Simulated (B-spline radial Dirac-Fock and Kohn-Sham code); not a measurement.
A summary of the ionisation energies of thulium (Z = 69) against charge, from multi-electron Dirac-Fock with separately optimised hole states, Breit and Lamb-shift corrections added in first order and from the NIST table. The largest relative steps of the computed values, from charge +5 on, come at Tm¹²⁺ (57 electrons left, 212.8 to 257.9 eV); Tm²³⁺ (46 electrons left, 607.5 to 829.3 eV); Tm⁴¹⁺ (28 electrons left, 1944.8 to 3317.3 eV); Tm⁵⁹⁺ (10 electrons left, 6023.1 to 13682.9 eV). The median of |NIST − computed| / NIST over the 67 ions is 1.64 %.

```csv
charge,computed (eV),NIST (eV)
0,5.08,6.184402
4,79.12,65.4
8,145.4,160
12,257.9,274
16,365.2,387
20,521.9,530
24,873.1,866
28,1055.0,1050
32,1247.1,1255
36,1613.2,1591
40,1944.8,1945.2
44,3673.1,3653
48,4169.5,4199
52,5010.4,4922
56,5480.5,5656
60,14004.4,13651
64,15323.0,16036
```
